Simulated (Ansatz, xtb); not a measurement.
## Isomers of C3H5F3GeO in order of energy

3 gas-phase structures of C3H5F3GeO, from a drawn sample of its isomers (lower ones may exist). Each was relaxed with GFN2-xTB; where two conformers were screened, the lower at r2SCAN-D4/def2-SVP//GFN2-xTB is listed:

A. `C[O][Ge@H]([F])/[C](F)=C\F`, a singlet
B. `[F][Ge]([F])([F])[C@@H]1CCO1`, a singlet
C. `FC[C@]1([GeH]([F])[F])CO1`, a singlet

**Question.** Estimate their order in r2SCAN-D4/def2-SVP//GFN2-xTB energy at these geometries, lowest first.

**Answer.** Calculated order at r2SCAN-D4/def2-SVP//GFN2-xTB: B (0.0), C (28.3), A (41.3) kcal/mol.

Energies above the lowest of each column, in kcal/mol; the last columns are at r2SCAN-D4/def2-SVP geometries:

```csv
structure,GFN2-xTB,HF/STO-3G,r2SCAN-D4/def2-SVP//GFN2-xTB,r2SCAN-D4/def2-SVP,CCSD(T)/def2-SVP + ΔMP2/def2-TZVPP
B,0.0,0.0,0.0,0.0,0.0
C,23.4,13.4,28.3,30.2,34.1
A,49.5,11.4,41.3,44.8,49.5
```

Every level run on B puts it lowest or level with the lowest. Flexible structures stand in one conformer each, not always the lowest. B keeps a small imaginary mode. The ΔMP2 step shifts differences by up to 3.3 kcal/mol, which makes them less sure. ΔMP2 is the change of the MP2 energy from the smaller to the larger basis.

Programs: Ansatz 0.2.0, xtb 6.7.1.
